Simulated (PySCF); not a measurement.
Computed IR spectrum (relative IR intensity) of a molecule CH6O2Si3. Geometry: PBE-D3(BJ)/def2-SVP. The values are those of a single conformer. Computed with PBE-D3(BJ)/def2-SVP (PySCF). Frequencies are harmonic and unscaled.

ν (cm⁻¹): 386 (w), 433 (vw), 553 (vw), 623 (w), 648 (vw), 686 (m), 712 (w), 815 (m), 823 (vs), 896 (m), 918 (s), 1030 (s), 1824 (vs), 2155 (m), 2158 (w), 2173 (m), 2179 (s), 2195 (m) (against the strongest line: vs over 80 %, s over 45 %, m over 15 %, w over 4 %, vw less)

Problem. Which structure fits?
A. O=C1[SiH2]O[SiH2][SiH2]1
B. O=C1[SiH2][SiH](O)[SiH2]1
C. O=C1O[SiH2][Si@H]1[SiH3]
D. O=C1O[Si@@H]([SiH3])[SiH2]1

Solution. C, O=C1O[SiH2][Si@H]1[SiH3]
